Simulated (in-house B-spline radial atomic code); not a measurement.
# Al7+: [He] 2s2 2p2

Method: Dirac-Kohn-Sham BHandHLYP, spherical fractional occupations, Fermi nucleus of rms radius 3.061 fm. Calculated with a B-spline radial code for spherical atoms.

Screening seen three ways: the hydrogenic charge with the same mean radius, Z_r = [3n² - l(l+1)]/(2<r>), the one with the same energy, Z_e = n√(-2ε), and Slater's rules. Values are occupation-weighted means over j.

| shell | electrons | ε (eV) | <r> (bohr) | Z_r | Z_e | Slater |
| --- | --- | --- | --- | --- | --- | --- |
| 1s | 2 | -1794.9 | 0.1195 | 12.55 | 11.49 | 12.70 |
| 2s | 2 | -301.97 | 0.551 | 10.89 | 9.42 | 10.25 |
| 2p | 2 | -256.56 | 0.4997 | 10.01 | 8.68 | 10.25 |

The least bound orbital is 2p3/2 at -256.4 eV, while the most diffuse is 2s1/2 (<r> = 0.551 bohr against 0.5001 bohr): energy order and size order differ.

Spin-orbit splittings of the orbital energies (j = l + 1/2 above j = l - 1/2 when positive): 2p 0.62 eV.

For the 1s electron the small component carries 0.213 % of the norm, the zero-frequency Breit interaction raises the level by 0.8358 eV, self-energy by 0.3708 eV, and vacuum polarisation lowers it by 0.02225 eV.

The density falls to 0.001 bohr⁻³ at 1.545 bohr; Σ<r²> = 1.3632 bohr² gives, by the non-relativistic formula and without the paramagnetism of open shells, a Langevin diamagnetic susceptibility of -1.08×10⁻⁶ cm³/mol.

Caution: exact exchange at fractional occupations of open shells leaves self-interaction of up to several eV.
